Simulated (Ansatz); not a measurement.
Mulliken charges of BH5OSSi (`OBS[SiH3]`) from PBE/def2-TZVPP in Ansatz (PBE0-D4/def2-TZVP geometry).

```csv
atom,x (Å),y (Å),z (Å),charge (e)
O1,0.187,0.922,-1.698,-0.220
B2,0.690,1.454,-0.569,0.129
S3,0.587,0.766,1.119,-0.205
Si4,-0.401,-1.114,0.884,0.217
H5,-0.297,0.098,-1.575,0.191
H6,1.267,2.496,-0.645,0.011
H7,0.568,-2.235,0.929,-0.031
H8,-1.110,-1.167,-0.428,-0.064
H9,-1.401,-1.266,1.966,-0.028
```

Q: By hand: the dipole of these point charges (1 e Å = 4.8032 D).

A: Σ q r = (-0.110, -0.188, -0.102) e Å, of length 0.241 e Å = 1.16 D.

Q: How does the dipole of the full density compare? (Estimate.)

A: Ansatz gave: (-0.196, -0.358, 0.026) e Å, 1.96 D; the point charges give 0.59 times that, at 29° from its direction.

Point charges leave out the atoms' own dipoles, such as those of lone pairs, and Mulliken's split depends on the basis, so the two needn't agree.
